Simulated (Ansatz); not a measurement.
`[NH2][Ga][O][SiH3]` radical. Total charge 0; spin multiplicity 2.

```xyz
9

N    -2.2943   -0.3400    1.3134
Ga   -1.3272   -0.4047   -0.2490
O     0.3784    0.1258   -0.0503
Si    1.7208    0.4050   -0.9310
H    -3.1726   -0.8322    1.3676
H    -1.7733   -0.4396    2.1745
H     2.8617   -0.3687   -0.3706
H     1.5387    0.0026   -2.3557
H     2.0679    1.8519   -0.8991
```

(1) What are the harmonic wavenumbers in cm⁻¹ at PBE0-D4/def2-TZVP (Ansatz, finite differences of forces, unscaled)? (Estimate.)

(2) Is this a minimum?

(3) Give the ideal-gas thermochemistry at 298.15 K and 1 bar (rigid rotor, harmonic oscillator; point group C1, symmetry number 1).

(4) And at 400, 500, 600, 800 and 1000 K?

## Answers

(1) Computed: 21, 57, 81, 171, 284, 363, 476, 665, 724, 732, 762, 954, 958, 987, 1023, 1537, 2193, 2210, 2216, 3561, 3679.

(2) Yes, all 21 modes are real.

(3) Zero-point energy 141.5 kJ/mol; H(298) − E = 163.8 kJ/mol; entropy 380.1 J/(mol·K), of which translation 169.8, rotation 111.3, vibration 93.3, electronic 5.8; G(298) − E = 50.4 kJ/mol. Modes under 100 cm⁻¹ are hindered rotations or soft bends, so the harmonic entropy is rough.

(4) 
```csv
T (K),H − E (kJ/mol),S (J/mol/K),G − E (kJ/mol)
400,175.4,413.5,10.0
500,188.2,442.0,-32.8
600,202.1,467.3,-78.3
800,232.4,510.9,-176.3
1000,265.2,547.4,-282.2
```
